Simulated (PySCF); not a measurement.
Gas-phase reaction: 3 WF6 + 2 O3 ⇌ 3 WOF4 + 3 F2O

Energies from PySCF (xtb for GFN2), thermal terms from the rigid-rotor harmonic-oscillator model, ideal gas at 1 bar. † marks an energy on the PBE0/def2-TZVP geometry and frequencies; other levels use their own. CCSD(T) freezes the core. All species are closed-shell singlets. W: scalar-relativistic def2 core potential, no spin-orbit coupling. CCSD(T) isn't extrapolated to the basis-set limit. The harmonic model lacks anharmonicity and excited electronic states, which grow with temperature; levels with a mode under 35 cm⁻¹ are left out. Strong static correlation: O3. Soft modes under 120 cm⁻¹ make the harmonic entropy rough for WOF4. Warning, large T1 diagnostic: O3, WF6, WOF4 (CCSD(T)/def2-SVP†).

| level | ΔE electronic, kJ | ΔH°(298 K), kJ | ΔS°(298 K), J/K | ΔG°(2500 K), kJ |
|---|---|---|---|---|
| BLYP/def2-TZVP† | 784 | 776 | 228 | 251 |
| CCSD(T)/def2-SVP† | 789 | 781 | 228 | 256 |
| GFN2-xTB | 1569 | 1562 | 195 | 1125 |
| PBE/def2-TZVP† | 813 | 805 | 228 | 280 |
| r2SCAN/def2-TZVP† | 853 | 845 | 228 | 321 |
| LDA/def2-TZVP† | 931 | 923 | 228 | 398 |
ΔH° is lowest at BLYP/def2-TZVP† and highest at GFN2-xTB. No reference value is set beside these.
